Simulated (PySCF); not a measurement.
**Assignment exercise: C$_{4}$H$_{14}$N$_{2}$Si$_{2}$**

Numbering as in the mapped SMILES `[CH2:1]=[CH:2][Si@@H:3]([SiH2:4][NH2:5])[N:6]([CH3:7])[CH3:8]`; H(Xn) means a hydrogen on atom n. Ha(C1) is cis to Si3; Ha(Si4) is pro-R; Hb(Si4) is pro-S; Hb(C1) is trans to Si3.

PySCF calculation with structure optimised with GFN2-xTB and GIAO PBE0/pcSseg-1 shieldings; one conformer, gas phase, no relativistic terms, averaged over atoms made equivalent by symmetry, fast rotation or ring inversion.

Scale: ¹³C, ¹H vs TMS (reference shieldings calculated alike).

Q: Assign these signals to the numbered atoms. ¹³C{¹H} NMR (computed): δ 147.4, 142.3, 41.0.

A: 
```tsv
δ (ppm)	atoms	environment	reason
147.4	C1	terminal =CH2 carbon	the olefinic region
142.3	C2	alkene CH	an sp2 carbon of a C=C bond
41.0	C7/C8	methyl carbon bonded to N	deshielded by the electronegative neighbour
```

Q: Assign these signals to the numbered atoms. ¹H NMR (300 MHz, computed): δ 6.84 (m, 1H), 6.62 (m, 1H), 6.40 (m, 1H), 5.20 (m, 1H), 5.16 (m, 1H), 4.95 (m, 1H), 2.51 (s, 6H), -0.52 (br s, 2H).

A: 
6.84 → Hb(C1), hydrogen on a terminal =CH2 carbon: a vinylic proton, deshielded by the sp2 carbon and the C=C anisotropy
6.62 → H(C2), hydrogen on an alkene CH: olefinic region
6.40 → Ha(C1), hydrogen on a terminal =CH2 carbon: a vinylic proton, deshielded by the sp2 carbon and the C=C anisotropy
5.20 → H(Si3), hydrogen on a silicon bonded to C, N, Si
5.16 → Ha(Si4), hydrogen on a silicon bonded to N, Si
4.95 → Hb(Si4), hydrogen on a silicon bonded to N, Si
2.51 → H(C7)/H(C8), hydrogen on a methyl carbon bonded to N: its carbon carries N, hence the downfield position
-0.52 → H(N5), hydrogen on a nitrogen bonded to Si: labile proton, position sensitive to the medium

H(Si3) and Ha(Si4) lie closer than the usual error of such a calculation, so a measured spectrum could show them in the other order.

OH/NH shifts are gas-phase values; hydrogen bonding in solution moves them, usually downfield. Shifts are as computed. Against solution values, carbons near 30 ppm lie about +3 ppm off and those near 130 ppm about +5 ppm. Of 1309 compounds with measured shifts, 239 miss one by over three times the rms of a fit or turn the order of signals round; such compounds aren't used in these exercises. No couplings were computed; multiplicities are counted from neighbouring protons, with m where these are inequivalent, close in shift, in a saturated or five-membered ring or joined by F or P, and br s for small geminal =CH2 splittings.
